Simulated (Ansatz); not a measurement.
**Molecular dynamics of CH$_{6}$O$_{3}$Si**

Input file:

```yaml
crystal:
  periodic: [false, false, false]
  atoms:
    - { symbol: Si, position_ang: [-0.134261, -0.144016, 0.038701] }
    - { symbol: H, position_ang: [-0.460294, -0.096491, 1.47089] }
    - { symbol: O, position_ang: [1.584441, -0.207782, -0.013009] }
    - { symbol: H, position_ang: [1.798249, -0.196812, -1.030256] }
    - { symbol: O, position_ang: [-0.574222, 1.269847, -0.873207] }
    - { symbol: C, position_ang: [-2.048243, 1.439335, -0.886252] }
    - { symbol: H, position_ang: [-2.483887, 1.637797, 0.1307] }
    - { symbol: H, position_ang: [-2.269506, 2.328164, -1.52463] }
    - { symbol: H, position_ang: [-2.595997, 0.56144, -1.321256] }
    - { symbol: O, position_ang: [-0.926556, -1.452995, -0.777418] }
    - { symbol: H, position_ang: [-0.902924, -2.219687, -0.074464] }
basis:
  gaussian: { orbitals: STO-3G }
hamiltonian:
  xc: blyp
  dispersion: d4
md:
  timestep: 1.0
  n_steps: 150
  ensemble: nvt_langevin
  temperature: 400.0
  initial_velocities: maxwell_boltzmann
  seed: 49805
  friction: 0.005
```

Command:

```bash
$ ansatz run input.yaml --threads 1 --pin off --max-ram 2048MiB --backend cpu --events-out ev --progress --plain --runs-dir out
```

It starts from a relaxed structure.

Output, in part (step lines, the closing report, with atoms numbered from 0):

```
md step     0: t =     0.00 fs  T =   363.6 K  F+E_penalty+E_count = -14961.00316770 eV  E_kin = 0.517040 eV  (23 SCF iters)
[... lines left out ...]
Total energy: -14960.72305548 eV, -549.7964315466 hartree
Atom 0 at    -0.354966    -0.009098     0.208569 Å, force    -0.161573    -0.107260     0.812007 eV/Å
Atom 1 at    -1.157937     0.389165     1.336935 Å, force    -0.717770     0.040735     0.412963 eV/Å
Atom 2 at     1.229674     0.242336     0.802636 Å, force     0.536025     0.211695    -0.951749 eV/Å
Atom 3 at     1.676408     0.507809    -0.113066 Å, force     0.403834    -0.138261     0.552507 eV/Å
Atom 4 at    -0.430219     0.944851    -1.185071 Å, force     1.130971     0.266110    -0.515047 eV/Å
Atom 5 at    -1.738470     1.411881    -1.582088 Å, force    -1.270795    -0.773648     0.686591 eV/Å
Atom 6 at    -1.989269     2.418797    -1.154750 Å, force     0.054107     0.172576    -0.288977 eV/Å
Atom 7 at    -1.784001     1.399237    -2.678653 Å, force     0.071536     0.627014    -0.852164 eV/Å
Atom 8 at    -2.587446     0.728237    -1.287998 Å, force     0.096715     0.122370     0.168894 eV/Å
Atom 9 at    -0.702815    -1.619884    -0.289819 Å, force    -0.228519    -0.257003     0.251031 eV/Å
Atom 10 at    -1.091124    -2.009412     0.599975 Å, force     0.085468    -0.164329    -0.276055 eV/Å
Dipole moment:    -0.271082     0.014947     0.058541 e Å
```

The steps, from the saved trajectory:

```csv
time (fs),T (K),potential energy less start (eV)
0,364,0.000
5,205,0.171
10,225,0.200
15,255,0.144
20,193,0.181
25,169,0.187
30,178,0.186
35,149,0.242
40,198,0.167
45,202,0.192
50,135,0.291
55,256,0.142
60,233,0.181
65,190,0.216
70,237,0.162
75,267,0.148
80,262,0.158
85,313,0.134
90,243,0.175
95,293,0.110
100,260,0.160
105,221,0.229
110,246,0.194
115,251,0.224
120,183,0.261
125,190,0.275
130,201,0.270
135,200,0.271
140,217,0.275
145,270,0.253
150,278,0.280
```

All steps were run. The mean temperature of the second half is 41 % below the set value. A run of 0.15 ps of so small a system gives no equilibrium averages. Limits of this set-up: minimal basis.

The same pairs are bonded in the first frame and the last. Pairs count as bonded within 1.25 times the sum of covalent radii (0.12 Å more for H–H).

Last frame:

```xyz
11
Properties=species:S:1:pos:R:3
Si -0.355 -0.009 0.209
H -1.158 0.389 1.337
O 1.230 0.242 0.803
H 1.676 0.508 -0.113
O -0.430 0.945 -1.185
C -1.738 1.412 -1.582
H -1.989 2.419 -1.155
H -1.784 1.399 -2.679
H -2.587 0.728 -1.288
O -0.703 -1.620 -0.290
H -1.091 -2.009 0.600
```

Time of the run: 4 min on 1 thread of AMD EPYC 7R43 64-Core Processor (Zen 3) (shared host), peak memory 0.11 GiB.
